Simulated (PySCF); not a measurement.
# Where the electron goes

Species: C7H14GeO.
Numbering: `[CH3:1][CH:2]([CH3:3])[O:4][GeH:5]1[CH2:6][CH:7]=[CH:8][CH2:9]1` (hydrogens: H10, H11, H12 on C1; H13 on C2; H14, H15, H16 on C3; H17 on Ge5; H18, H19 on C6; H20 on C7; H21 on C8; H22, H23 on C9)

Structure used (PBE0-D3(BJ)/def2-SVP), in Å, numbered top down from 1:
```
atom  x, y, z in Å
C1    -2.6105   -1.1579   -0.2093
C2    -1.8226    0.1377   -0.1494
C3    -2.6382    1.2852    0.4270
O4    -0.6754   -0.0973    0.6395
Ge5    0.8750    0.7401    0.3412
C6     2.2203   -0.1622    1.4337
C7     3.0741   -0.8312    0.3910
C8     2.8158   -0.6696   -0.9165
C9     1.6646    0.1865   -1.3721
H10   -2.9015   -1.4635    0.8078
H11   -3.5215   -1.0457   -0.8168
H12   -1.9943   -1.9597   -0.6415
H13   -1.5273    0.4068   -1.1867
H14   -3.5423    1.4749   -0.1719
H15   -2.0476    2.2137    0.4562
H16   -2.9438    1.0448    1.4571
H17    0.6807    2.2588    0.5408
H18    2.8025    0.5257    2.0687
H19    1.7383   -0.8903    2.1073
H20    3.9138   -1.4587    0.7112
H21    3.4437   -1.1654   -1.6659
H22    2.0002    1.0340   -1.9930
H23    0.9442   -0.3853   -1.9817
```

Method used: TDDFT B3LYP/def2-SVPD, vertical, gas phase, core orbitals frozen in the response (PySCF). The B3LYP/def2-SVPD calculation is non-relativistic and has no spin–orbit coupling, an omission that weighs most on germanium.

Kohn–Sham orbitals with the atoms that hold most of them (Löwdin shares over 4%, at most four atoms; ? is withheld):

| orbital | ε (eV) | atoms |
| --- | --- | --- |
| LUMO+2 | 0.42 | Ge5 24%, H17 10%, C6 8%, C7 7% |
| LUMO+1 | 0.37 | Ge5 17%, C9 8%, H13 7%, C3 7% |
| LUMO | ? | C7 33%, C8 32%, C9 7%, C6 7% |
| HOMO | -6.94 | ? |
| HOMO-1 | -7.17 | ? |
| HOMO-2 | -7.75 | O4 31%, C6 14%, Ge5 14%, C9 10% |
| HOMO-3 | -8.18 | O4 22%, C6 14%, C2 14%, Ge5 12% |

Which atoms hold the HOMO, and with what shares?

C8 (bonded to 2 C and H) 34%; C7 (bonded to 2 C and H) 34%; C6 (bonded to C, Ge and 2 H) 8%; C9 (bonded to C, Ge and 2 H) 8%.

Which atoms hold the HOMO-1, and with what shares?

O4 (bonded to C and Ge) 50%; C9 (bonded to C, Ge and 2 H) 10%; Ge5 (bonded to 2 C, O and H) 9%; C2 (bonded to 2 C, O and H) 7%. By element: oxygen 50%, carbon 17% or more, germanium 9%.

What is the LUMO energy, and the HOMO–LUMO gap?

ε(LUMO) = 0.14 eV; the gap is 7.08 eV (0.2601 hartree).

How does S1 compare with the orbital gap of 7.08 eV?

S1 is at 6.39 eV (f = 0.0040), 0.69 eV below the gap, made of HOMO→LUMO+2 (66%), HOMO→LUMO+1 (31%). Its leading pair isn't HOMO and LUMO; the energies of that pair differ by 7.36 eV. 

Next come S2 at 6.43 eV (f 0.0005), HOMO-1→LUMO (87%), HOMO-2→LUMO (8%); S3 at 6.56 eV (f 0.012), HOMO-1→LUMO+2 (50%), HOMO-1→LUMO+1 (27%), HOMO→LUMO+1 (11%); S4 at 6.62 eV (f 0.0022), HOMO→LUMO+1 (51%), HOMO→LUMO+2 (27%), HOMO-1→LUMO+2 (12%); S5 at 6.75 eV (f 0.0073), HOMO-1→LUMO+1 (66%), HOMO-1→LUMO+2 (28%).

Löwdin shares depend on the basis, the more so with diffuse functions.

One conformer stands for the species.
